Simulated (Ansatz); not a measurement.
Molecule: sum formula SiN₃H₅Cl, charge 0, multiplicity 2. It need not be the lowest isomer of its formula. 
Geometry from a B3LYP-D3(BJ)/def2-TZVP (Ansatz, a first-principles code) optimisation:
SMILES: [NH][Si](N)(N)Cl
```xyz
10

Si    -0.0870     0.2299    -0.2798
Cl     0.5025    -1.0837     1.2286
N      1.0870    -0.0587    -1.5364
N     -0.0612     1.7619     0.4522
N     -1.6425     0.0106    -0.9263
H      0.9969    -0.9662    -1.9991
H     -0.2603     2.5866    -0.0922
H      0.5801     1.9529     1.2046
H     -1.8701    -0.7408    -1.5559
H     -2.4539     0.3753    -0.4531
```
Charge 0, spin multiplicity 2.

Atomisation energy built up term by term with Ansatz (kcal/mol; UHF references for open shells; valence terms freeze the core; atomic spin-orbit terms are left out). CBS(X,Y): correlation extrapolated as X^-3; Hartree-Fock from the larger set.

| term | basis | kcal/mol |
|---|---|---|
| Hartree-Fock | cc-pV(Q+d)Z | 550.79 |
| CCSD correlation | CBS(cc-pV(T+d)Z,cc-pV(Q+d)Z) | 252.88 |
| (T) | CBS(cc-pV(T+d)Z,cc-pV(Q+d)Z) | 16.20 |
| core correlation | cc-pwCVTZ | 2.13 |
| scalar relativity (X2C) | cc-pVTZ-DK against cc-pVTZ | -1.82 |
| sum: De |  | 820.2 |

(T) makes 2.0 % of the CCSD(T) atomisation energy; under 5 % is typical of single-reference molecules.
